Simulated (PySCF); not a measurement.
## Ar²⁺ (argon, charge +2) across methods

[Ne] 3s2 3p4, high-spin 3P determinant. All numbers are calculated (PySCF 2.14, the non-relativistic Hamiltonian (point nucleus), in dyall-acv3z (19s12p6d4f, 113 functions)).

| method | E (hartree) | mean ε 3s β (eV) | mean ε 3p α (eV) | mean ε 3p β (eV) | Σ⟨r²⟩ (bohr²) | ⟨S²⟩ |
| --- | --- | --- | --- | --- | --- | --- |
| MN15 | -525.9979 | -51.110 | -39.267 | -37.126 | 15.49 | 2.002 |
| r2SCAN | -525.9208 | -48.767 | -37.165 | -34.607 | 15.60 | 2.006 |
| revPBE | -525.8703 | -48.436 | -36.467 | -34.158 | 15.61 | 2.003 |
| PBE0 | -525.7957 | -50.666 | -38.496 | -36.020 | 15.60 | 2.004 |
| PBE | -525.7544 | -48.505 | -36.477 | -34.164 | 15.62 | 2.003 |
| UHF | -525.31330 | -55.685 | -43.572 | -40.446 | 15.70 | 2.010 |
| LDA | -524.3354 | -48.709 | -36.462 | -34.118 | 15.65 | 2.002 |
| M06-2X | -525.9453 | -52.347 | -40.130 | -37.652 | 15.64 | 2.003 |
